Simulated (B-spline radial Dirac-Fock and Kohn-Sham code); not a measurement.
## 3d3/2 emission of Sn³⁺

System: Sn³⁺ in the configuration [Kr] 4d10 5s1, inside a Watson sphere of charge -3 and radius 1.8 Å (a model of the Madelung potential; inside it an electron's potential energy is raised by 24.0 eV).

The computed values come from a radial atomic solver: independent-particle radiative and Coulomb Auger rates from relativistic LDA hole-state orbitals, with Dirac-Fock energies.

```tsv
line	multipole	energy (eV)	width (meV)	share (%)
M4-N2	E1	391.9	0.128	85.8
M4-N3	E1	399.5	0.0211	14.1
M4-N4	E2	470.2	7.22e-05	0.0483
```

The listed lines hold 100.0 % of the radiative rate. The radiative width is 0.000150 eV in the length form and 0.000162 eV in the velocity form; the two differ because the transition energies are not eigenvalue differences of the potential that gave the orbitals.
